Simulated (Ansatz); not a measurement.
Molecule: arsine, AsH$_{3}$ (charge 0, singlet). 
Structure (B3LYP-D3(BJ)/def2-TZVP (Ansatz, an electronic-structure program) minimum search):
SMILES: [AsH3]
```xyz
4

As     0.0003     0.0002     0.0708
H     -0.7759    -1.0063    -0.7723
H     -0.4876     1.1692    -0.7786
H      1.2523    -0.1682    -0.7839
```

Property: vertical triplet-singlet gap (E(triplet) - E(singlet); each state is the SCF solution reached for its spin; the molecule has degenerate orbitals, so one determinant may break the symmetry; for the triplet the Hartree-Fock reference is unstable and T1 is 0.019), in eV. Cores are frozen in the correlated levels unless marked. Open shells are spin-unrestricted. Spin-orbit coupling is left out. Frozen are the shells of the preceding noble gas and the d and f shells that filled before the atom's block. Non-relativistic. CBS(X,Y): correlation extrapolated as X^-3; Hartree-Fock from the larger set. The bracket is a focal-point correction in the basis named.

| level | program | vertical triplet-singlet gap (eV) |
|---|---|---|
| RI-HF/aug-cc-pVTZ | Ansatz | 5.35 |
| RI-HF/aug-cc-pVQZ | Ansatz | 5.34 |

**Question.** Predict the RI-MP2/CBS(def2-TZVPPD,def2-QZVPPD)+[CCSD(T)-MP2]/def2-TZVPPD result (Ansatz).

**Answer.** 5.95 eV, so RI-HF/aug-cc-pVQZ differs from it by -0.61 eV.
